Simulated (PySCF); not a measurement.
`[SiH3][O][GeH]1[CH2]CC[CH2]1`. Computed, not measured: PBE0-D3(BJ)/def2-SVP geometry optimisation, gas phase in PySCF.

```
atom  x, y, z in Å
Si1    3.3109    0.3714   -0.4333
O2     1.8020    0.5865    0.2005
Ge3    0.4293   -0.4297    0.7337
C4    -1.0080    0.7467    1.3447
C5    -1.9308    0.8085    0.1198
C6    -1.9921   -0.5681   -0.5577
C7    -0.5731   -1.0939   -0.8181
H8     3.9728    1.7029   -0.5558
H9     4.1501   -0.5079    0.4434
H10    3.2497   -0.2618   -1.7904
H11    0.9963   -1.4625    1.7293
H12   -1.5191    0.2903    2.2083
H13   -0.6303    1.7303    1.6582
H14   -1.5315    1.5447   -0.5999
H15   -2.9424    1.1539    0.3886
H16   -2.5242   -1.2677    0.1119
H17   -2.5844   -0.5215   -1.4862
H18   -0.1313   -0.6247   -1.7129
H19   -0.5340   -2.1832   -0.9594
```

Problem. What is the longest distance between nuclei?

Solution. H9···H15, 7.28 Å; the next longest distance is 7.18 Å.

Problem. How far are the heavy atoms from their best plane (unweighted least squares)?

Solution. 0.448 Å rms; Si1 0.33, O2 0.17, Ge3 0.83, C4 0.29, C5 0.66, C6 0.13, C7 0.18 Å (magnitudes).

Problem. What are the angles H9–Si1–H10, O2–Ge3–H11, C4–Ge3–H11, C7–Ge3–H11, C5–C4–H13, C4–C5–C6, C7–C6–H17, C6–C7–H18?

Solution. From the scalar product of the two bond vectors; for H9–Si1–H10 it is -0.6844 Å² over 1.4987 × 1.4988 Å², cos θ = -0.3047. H9–Si1–H10 107.7°; O2–Ge3–H11 106.9°; C4–Ge3–H11 118.1°; C7–Ge3–H11 118.1°; C5–C4–H13 113.5°; C4–C5–C6 109.9°; C7–C6–H17 111.6°; C6–C7–H18 111.2°.

Problem. Give the dihedral angles H12–C4–C5–H14, Ge3–C4–C5–C6, H11–Ge3–C7–H19, H14–C5–C6–C7, H17–C6–C7–Ge3.

Solution. H12–C4–C5–H14 162° (antiperiplanar); Ge3–C4–C5–C6 38° (synclinal); H11–Ge3–C7–H19 -9° (synperiplanar); H14–C5–C6–C7 68° (synclinal); H17–C6–C7–Ge3 159° (antiperiplanar). Dihedral signs follow IUPAC: positive where, seen along the central bond, the front bond turns clockwise onto the rear one.

Problem. Where is the centre of mass (commonest isotopes), and what is the radius of gyration?

Solution. Mass 177.987 u; centre at (0.489, -0.077, 0.257) Å; Rg = √(Σ m r²/M) = 1.944 Å. As Ia + Ib + Ic = 2 Σ m r², the three principal moments sum to 1345.9 u·Å².

Problem. Write the matrix of distances between heavy atoms (Å, lower triangle).

Solution. 
```
Si1   0.000
O2    1.651  0.000
Ge3   3.210  1.789  0.000
C4    4.686  3.038  1.955  0.000
C5    5.289  3.740  2.735  1.535  0.000
C6    5.387  4.038  2.748  2.513  1.536  0.000
C7    4.169  3.083  1.963  2.873  2.518  1.536  0.000
```

Stationary, but not proved a minimum. One conformer, not necessarily the lowest.

The run took 2.1 min on one thread of an Arm Neoverse V2, no GPU (shared host), and the process peaked at 0.79 GiB of memory. This is the geometry optimisation.
